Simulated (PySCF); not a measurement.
H6Cl3NSi3, SMILES N[SiH2][SiH2][Si](Cl)(Cl)Cl, singlet at its GFN2-xTB optimised geometry (Å):

```
13

N      2.9678     0.5697     1.0848
Si     2.2345    -0.5497     0.0000
Si    -0.1048    -0.5497     0.0000
Si    -0.9818     1.6093     0.0000
Cl    -0.5986     2.5676    -1.7614
Cl    -2.9678     1.8482     0.3500
Cl    -0.0340     2.7278     1.4337
H      2.9478     0.3853     2.0746
H      2.8440     1.5574     0.9285
H      2.7739    -1.8482     0.4136
H      2.7637    -0.1748    -1.3148
H     -0.6916    -1.2469    -1.1547
H     -0.7058    -1.2296     1.1616
```

Level of theory: PBE/def2-TZVP (PySCF). Cells within 0.4 Å of a nucleus heavier than hydrogen are left out (blank, or x).

Map of the electrostatic potential (hartree/e), clipped to [-0.08, 0.12] on the plane z = 0.8 Å:

```
|322222222222222233333333333|
|322222222222222233333333333|
|322222222222333333333333333|
|322222222334565433333333333|
|333333333458999743344443333|
|333456545689999953444444333|
|334799998999999964456654333|
|346999999999999954589974333|
|347999999999999744699995322|
|346999999999999644699994222|
|334999999999998544699994111|
|333479989999998655799x95001|
|333334456999999979999x94001|
|332233345799999999999992001|
|333333344699999999999972112|
|333333334699999999999973222|
|333333334699999999999964322|
|333333333599999879999964333|
|333333333457776655699974333|
|333333333344445444479953333|
|333333333333444444445543333|
|333333333333333333333333333|
|333333333333333333333333333|
|333333333333333333333333333|
|333333333333333333333333333|
|333333333333333333333333333|
|333333333333333333333333333|
```
Scale: ten equal steps from -0.059 (start of '0') to 0.120 (end of '9'), in the order '0123456789'; x runs from -5.00 to 5.00, y from -5.00 (bottom) to 5.00 (top).
